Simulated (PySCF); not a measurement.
ClRb, charge -1, doublet, geometry from GFN2-xTB (such geometries of metal compounds can be far from the true shape) (a state made from the parent by changing its charge; the spin is typed, not shown lowest) (core potentials on Rb), with bond 2-1 at 2.0 times its length; B3LYP/def2-SVP run with PySCF.

PySCF was given this input:
```python
from pyscf import gto, scf, dft

mol = gto.Mole()
mol.atom = '''
    Rb   -0.00000000   -0.00000000   -1.23734053
    Cl    0.00000000    0.00000000    6.62341109
'''
mol.basis = 'def2-svp'
mol.ecp = {'Rb': 'def2-svp'}
mol.charge = -1
mol.spin = 1
mol.verbose = 4
mol.build()

mf = dft.UKS(mol)
mf.xc = 'b3lyp'
mf.conv_tol = 1e-4
mf.kernel()
```

Question: What does PySCF print? Leave out banner, timings and long lists.

Answer: 
```
PySCF version 2.14.0

[INPUT] verbose = 4
[INPUT] num. atoms = 2
[INPUT] num. electrons = 27
[INPUT] charge = -1
[INPUT] spin (= nelec alpha-beta = 2S) = 1
[INPUT] symmetry False subgroup None
[INPUT] Mole.unit = angstrom
[INPUT] Symbol           X                Y                Z      unit          X                Y                Z       unit  Magmom
[INPUT]  1 Rb     0.000000000000   0.000000000000  -1.237340530000 AA    0.000000000000   0.000000000000  -2.338234724524 Bohr   0.0
[INPUT]  2 Cl     0.000000000000   0.000000000000   6.623411090000 AA    0.000000000000   0.000000000000  12.516432970507 Bohr   0.0

nuclear repulsion = 10.2997928422982
number of shells = 18
number of NR pGTOs = 71
number of NR cGTOs = 42
basis = def2-svp
ecp = {'Rb': 'def2-svp'}

******** <class 'pyscf.dft.uks.UKS'> ********
method = UKS
initial guess = minao
damping factor = 0
level_shift factor = 0
DIIS = <class 'pyscf.scf.diis.CDIIS'>
diis_start_cycle = 1
diis_space = 8
diis_damp = 0
SCF conv_tol = 0.0001
SCF conv_tol_grad = None
SCF max_cycles = 50
direct_scf = True
direct_scf_tol = 1e-13
number electrons alpha = 14  beta = 13
XC library pyscf.dft.libxc version 7.1.2
    S. Lehtola, C. Steigemann, M. J. T. Oliveira, and M. A. L. Marques,  SoftwareX 7, 1–5 (2018)
XC functionals = b3lyp
    P. J. Stephens, F. J. Devlin, C. F. Chabalowski, and M. J. Frisch,  J. Phys. Chem. 98, 11623 (1994)
radial grids:
    Treutler-Ahlrichs [JCP 102, 346 (1995); DOI:10.1063/1.469408] (M4) radial grids

becke partition: Becke, JCP 88, 2547 (1988); DOI:10.1063/1.454033
pruning grids: <function nwchem_prune>
grids dens level: 3
symmetrized grids: False
atomic radii adjust function: <function treutler_atomic_radii_adjust>
small_rho_cutoff = 0
Set gradient conv threshold to 0.01
tot grids = 40792
init E= -481.192008626174

cycle= 1 E= -484.119174803088  delta_E= -2.93  |g|= 0.353  |ddm|= 1.68
cycle= 2 E= -476.304752590362  delta_E= 7.81  |g|= 0.94  |ddm|= 3.38
cycle= 3 E= -484.109420033838  delta_E= -7.8  |g|= 0.355  |ddm|=  3.6
cycle= 4 E= -484.123847688271  delta_E= -0.0144  |g|= 0.32  |ddm|= 0.112
cycle= 5 E= -484.154014162807  delta_E= -0.0302  |g|= 0.224  |ddm|= 0.16

cycle= 6 E= -484.059940404691  delta_E= 0.0941  |g|= 0.257  |ddm|= 1.41
cycle= 7 E= -484.193484452331  delta_E= -0.134  |g|= 0.0598  |ddm|= 1.17
cycle= 8 E= -484.067360585105  delta_E= 0.126  |g|= 0.251  |ddm|= 1.12
cycle= 9 E= -484.07231100594  delta_E= -0.00495  |g|= 0.241  |ddm|= 0.0516
cycle= 10 E= -484.064355215272  delta_E= 0.00796  |g|= 0.255  |ddm|= 0.0705
cycle= 11 E= -484.069055173855  delta_E= -0.0047  |g|= 0.246  |ddm|= 0.0423
cycle= 12 E= -484.063608115788  delta_E= 0.00545  |g|= 0.256  |ddm|= 0.0612
cycle= 13 E= -484.063548488108  delta_E= 5.96e-05  |g|= 0.256  |ddm|= 0.0443
cycle= 14 E= -484.19485054032  delta_E= -0.131  |g|= 0.052  |ddm|= 1.11
cycle= 15 E= -484.195888142608  delta_E= -0.00104  |g|= 0.0459  |ddm|= 0.0649
cycle= 16 E= -484.196615869552  delta_E= -0.000728  |g|= 0.0423  |ddm|= 0.0386
cycle= 17 E= -484.196710075295  delta_E= -9.42e-05  |g|= 0.0418  |ddm|= 0.00482

cycle= 18 E= -484.196600299933  delta_E= 0.00011  |g|= 0.0419  |ddm|= 0.0101
cycle= 19 E= -484.072243200486  delta_E= 0.124  |g|= 0.24  |ddm|= 1.08
cycle= 20 E= -484.071481564631  delta_E= 0.000762  |g|= 0.241  |ddm|= 0.00801
cycle= 21 E= -484.072112279257  delta_E= -0.000631  |g|= 0.24  |ddm|= 0.025
cycle= 22 E= -484.072575573437  delta_E= -0.000463  |g|= 0.239  |ddm|= 0.00832
cycle= 23 E= -484.073828896689  delta_E= -0.00125  |g|= 0.236  |ddm|= 0.0233

cycle= 24 E= -484.081270539969  delta_E= -0.00744  |g|= 0.221  |ddm|= 0.0943
cycle= 25 E= -484.196167162715  delta_E= -0.115  |g|= 0.0438  |ddm|= 1.06
cycle= 26 E= -484.196163202215  delta_E= 3.96e-06  |g|= 0.0457  |ddm|= 0.0238
cycle= 27 E= -484.196306841103  delta_E= -0.000144  |g|= 0.0445  |ddm|= 0.0166
cycle= 28 E= -484.095594868554  delta_E= 0.101  |g|= 0.22  |ddm|= 1.03
cycle= 29 E= -484.079678459095  delta_E= 0.0159  |g|= 0.245  |ddm|= 0.301
cycle= 30 E= -484.076040554038  delta_E= 0.00364  |g|= 0.25  |ddm|= 0.114
cycle= 31 E= -484.077875167903  delta_E= -0.00183  |g|= 0.248  |ddm|= 0.048
cycle= 32 E= -484.072071029727  delta_E= 0.0058  |g|= 0.256  |ddm|= 0.0514
cycle= 33 E= -484.090982104452  delta_E= -0.0189  |g|= 0.23  |ddm|= 0.135
cycle= 34 E= -484.200900531381  delta_E= -0.11  |g|= 0.0401  |ddm|= 0.773
cycle= 35 E= -484.186603592699  delta_E= 0.0143  |g|= 0.104  |ddm|= 0.208
cycle= 36 E= -484.179435778716  delta_E= 0.00717  |g|= 0.12  |ddm|= 0.0836
cycle= 37 E= -484.183494471983  delta_E= -0.00406  |g|= 0.109  |ddm|= 0.0382
cycle= 38 E= -484.185460787041  delta_E= -0.00197  |g|= 0.103  |ddm|= 0.0177
cycle= 39 E= -484.187792828752  delta_E= -0.00233  |g|= 0.0964  |ddm|= 0.0252
cycle= 40 E= -484.186374206589  delta_E= 0.00142  |g|= 0.101  |ddm|= 0.0384
cycle= 41 E= -484.18648339491  delta_E= -0.000109  |g|= 0.101  |ddm|= 0.0251
cycle= 42 E= -484.201974714527  delta_E= -0.0155  |g|= 0.0223  |ddm|= 0.238
cycle= 43 E= -484.202681531503  delta_E= -0.000707  |g|= 0.0111  |ddm|= 0.124
cycle= 44 E= -484.202888200141  delta_E= -0.000207  |g|= 0.00186  |ddm|= 0.0357
cycle= 45 E= -484.202911155462  delta_E= -2.3e-05  |g|= 0.00285  |ddm|= 0.0303
Extra cycle  E= -484.202333627801  delta_E= 0.000578  |g|= 0.0196  |ddm|= 0.0846
converged SCF energy = -484.202333627801  <S^2> = 0.75270718  2S+1 = 2.0027053
```
